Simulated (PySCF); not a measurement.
States of one metal complex from SC-NEVPT2 in the d shell, PySCF, above the ground state:

```
2S+1  degeneracy  energy / cm⁻¹  f (electric dipole)
   3           1              0                    –
   1           2          11959                    –
   3           3          19640                    0
   1           1          21216                    –
   3           3          25869              1.5e-02
   1           3          29268                    –
   1           3          31388                    –
   3           3          37457              4.9e-03
   1           2          44356                    –
   1           3          45078                    –
   1           1          54130                    –
```

Task: Which of these complexes, all computed at model or optimised geometries, gave the data?
A. [MnO4]3- (d2, tetrahedral)
B. [Ni(NH3)6]2+ (d8, octahedral)
C. NiBr2 (d8, linear)
D. [MoCl6]2- (d2, octahedral)

Result: A. [MnO4]3- (d2, tetrahedral) has 3A2, then 1E at 11959, 3T2 at 19640 cm⁻¹ (NEVPT2). The others: NiBr2 (d8, linear) has 3Σg-, then 3Πg at 839, 3Δg at 2721 cm⁻¹ (NEVPT2); [MoCl6]2- (d2, octahedral) has 3T1g, then 1T2g at 8029, 1Eg at 8183 cm⁻¹ (NEVPT2); [Ni(NH3)6]2+ (d8, octahedral) has 3Ag (from 3A2g), then 3Ag (from 3T2g) at 11668, 3Eg (from 3T2g) at 11723 cm⁻¹ (NEVPT2).

The d shell alone is too small an active space for [MnO4]3- (an active orbital has only 0.61 squared overlap with the free ion's shell): its levels, fitted parameters, g values and moments show what this model gives and aren't sound predictions.

The d shell alone is too small an active space for [MoCl6]2- (an active orbital has only 0.61 squared overlap with the free ion's shell): its levels, fitted parameters, g values and moments show what this model gives and aren't sound predictions.

On [MnO4]3-: No frequencies were computed for the optimised geometry. Charge-transfer states lie outside this active space and may come lower than some of these levels. NEVPT2 lifts 3T2 from 14832 to 19640 cm⁻¹; on the d shell alone such lifts tend to overshoot. NEVPT2 on the d shell alone tends to put d–d bands too high for such charged or covalently bound ions.
